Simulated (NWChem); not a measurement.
Molecule: C2H5FOSi; SMILES F/C=C/[SiH2]O

```xyz
10

O     -0.7172    -2.3069     0.2955
Si     0.4437    -1.2032    -0.1724
C     -0.2388     0.5075    -0.4405
C      0.1931     1.5395     0.2841
F     -0.2585     2.7954     0.1190
H     -1.2149    -2.0906     1.0964
H      1.5303    -1.0592     0.8414
H      0.9895    -1.7681    -1.4279
H     -0.9973     0.7099    -1.1965
H      0.9433     1.4921     1.0701
```
Atoms are numbered in this order, from 1.

Computed with NWChem. Pople sets run with spherical d functions. The geometry was optimised at B3LYP/6-31G* (spherical d). Level: B3LYP/6-31G* with SMD (1 M gas to 1 M solution), gas-phase geometry. Reactions with the solvent are ignored.

Problem. Estimate the computed values for solvent water. Quantities: solvation free energy (kcal/mol); cavity-dispersion-structure term (kcal/mol); dipole in solution (D).

Solution. 
* **solvation free energy (kcal/mol)**: -3.1
* **cavity-dispersion-structure term (kcal/mol)**: 4.5
* **dipole in solution (D)**: 1.91
